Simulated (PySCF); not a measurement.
# SeO₂Cl₂: from structure and modes to constants

Method: PBE0 in PySCF with Se def2-TZVP, O def2-TZVP, Cl def2-TZVP; no relativity; density-fitted integrals.

The singlet minimum has C2v symmetry. Masses (u): Se 79.91652, O 15.99492, Cl 34.96885.

```xyz
5
charge 0 multiplicity 1, angstrom
Se   -0.3995    0.0000    0.0000
O    -1.1610    0.0000    1.3889
O    -1.1610    0.0000   -1.3889
Cl    0.9879   -1.6404    0.0000
Cl    0.9879    1.6404    0.0000
```

Harmonic wavenumbers (cm⁻¹): 161.2 (a1, ×1), 209.9 (a2, ×1), 254.6 (b2, ×1), 305.1 (b1, ×1), 328.9 (a1, ×1), 417.4 (b1, ×1), 417.7 (a1, ×1), 1000.3 (a1, ×1), 1079.5 (b2, ×1).

Problem. Find the principal moments of inertia and the rotational constants. What kind of rotor is it?

Solution. About the centre of mass I = 185.84, 249.91, 312.33 u Å². With B = 16.8576/I this gives 0.09071, 0.06746, 0.05397 cm⁻¹. The molecule is an asymmetric top with κ = -0.27.

Problem. What is the harmonic zero-point energy?

Solution. Half the sum of all 9 wavenumbers, 4175/2 = 2087 cm⁻¹, which is 25.0 kJ/mol (1 cm⁻¹ = 0.0119627 kJ/mol).

Problem. Give the standard entropy (298.15 K, 1 bar) by its translational, rotational, vibrational and spin parts, and Cp.

Solution. Sackur–Tetrode with M = 181.84 u gives 173.7; rotation with symmetry number 2 gives 111.3; vibration 45.6; spin R ln 1 = 0.0. The total is 330.6 J/(mol K), and Cp = 4 R + 51.4 = 84.7 J/(mol K).

This need not be the most stable arrangement of these atoms.
